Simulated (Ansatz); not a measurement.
Total energies of CH8InNSi (`N[CH]([SiH3])[InH2]`).

```xyz
12

N    -1.5244    0.7731   -0.2346
C    -0.2064    0.4528    0.3140
Si    1.1265    0.7117   -0.9712
In    0.0229   -1.5372    1.2271
H    -1.7406    0.1901   -1.0336
H    -2.2647    0.6231    0.4392
H     0.0267    1.1649    1.1159
H     1.1414    2.0900   -1.5346
H     0.9151   -0.2374   -2.1046
H     2.4521    0.4089   -0.3623
H     1.3451   -2.0140    2.2351
H    -1.2935   -2.6260    0.9095
```

Total charge 0; spin multiplicity 1. Correlated methods include outer-core shells of In, which these sets cover unevenly. In takes the def2 core potential. Geometry: relaxed with PBE0-D4/def2-TZVP. It is one conformer, not always the lowest. Basis def2-TZVPP, Ansatz 0.2.0.

RPA on PBE orbitals: Hartree–Fock energy of these orbitals -575.04481 Eh, correlation -1.34652 Eh (frozen core).

```
functional  energy without D4 (Eh)  D4 term (kJ/mol)
      BLYP              -577.18905             -56.0
    r2SCAN              -577.27548              -6.3
     B3LYP              -577.38810             -42.2
   r2SCANh              -577.25555              -6.8
   r2SCAN0              -577.22706              -7.5
     BHLYP              -577.14695             -35.3
 CAM-B3LYP              -577.22379             -22.8
   LC-ωPBE              -577.17623                 –
   ωB97X-V              -577.19710                 –
    B2PLYP              -576.86532                 –
```

Task: Give the same for LDA (SPW92), PBE, revPBE, B97M-V, PBE0, HSE06 (plane-wave form), ωB97M-V, PBE-QIDH. (Best estimate.)

Result: Ansatz gave: 
```json
{"functional": "LDA (SPW92)", "energy without D4 (Eh)": "-574.94176", "D4 term (kJ/mol)": "–"}
{"functional": "PBE", "energy without D4 (Eh)": "-577.00756", "D4 term (kJ/mol)": "-26.0"}
{"functional": "revPBE", "energy without D4 (Eh)": "-577.24937", "D4 term (kJ/mol)": "-72.0"}
{"functional": "B97M-V", "energy without D4 (Eh)": "-577.21311", "D4 term (kJ/mol)": "–"}
{"functional": "PBE0", "energy without D4 (Eh)": "-577.04972", "D4 term (kJ/mol)": "-22.2"}
{"functional": "HSE06 (plane-wave form)", "energy without D4 (Eh)": "-577.03571", "D4 term (kJ/mol)": "-20.9"}
{"functional": "ωB97M-V", "energy without D4 (Eh)": "-577.15709", "D4 term (kJ/mol)": "–"}
{"functional": "PBE-QIDH", "energy without D4 (Eh)": "-576.74731", "D4 term (kJ/mol)": "–"}
```

B3LYP takes the VWN-RPA correlation (the form of Gaussian; ORCA's B3LYP/G). HSE06 is the plane-wave form, built on full-range PBE exchange. The double hybrids freeze the cores in their second-order part.

LC-ωPBE has ω = 0.4 bohr⁻¹.
